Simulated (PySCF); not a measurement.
**Spin-orbit coupling and the fourth ionisation energy along the 5p block**

Two-component X2C-1e calculated with PySCF 2.14: MP2 on generalised Hartree-Fock spinors (GMP2), with spin-orbit coupling off and on (screened by Boettger's factors); no Breit or QED terms. Values in eV; the references (NIST) lie between the lowest levels. Elements whose determinants are no pure J levels are left out.

```
                               element                     configurations  spin-free  with spin-orbit   shift       reference
In (x2c-TZVPPall-2c, [Ar] 3d10 frozen)               [Kr] 4d10 → [Kr] 4d9     55.893           55.519  -0.375    55.45 ± 0.04
Sn (x2c-TZVPPall-2c, [Ar] 3d10 frozen)          [Kr] 4d10 5s1 → [Kr] 4d10     40.608           40.611   0.003    40.74 ± 0.04
Sb (x2c-TZVPPall-2c, [Ar] 3d10 frozen)      [Kr] 4d10 5s2 → [Kr] 4d10 5s1     43.586           43.589   0.003  43.804 ± 0.025
Te (x2c-TZVPPall-2c, [Ar] 3d10 frozen)  [Kr] 4d10 5s2 5p1 → [Kr] 4d10 5s2     36.562           37.371   0.810          37.416
```

The largest shift is at Te, 0.810 eV, where spin-orbit coupling lowers the species with more electrons by more than the one with fewer (starting occupations 5p1/2^1 and closed).

What remains against the references is mostly the basis and correlation beyond MP2.
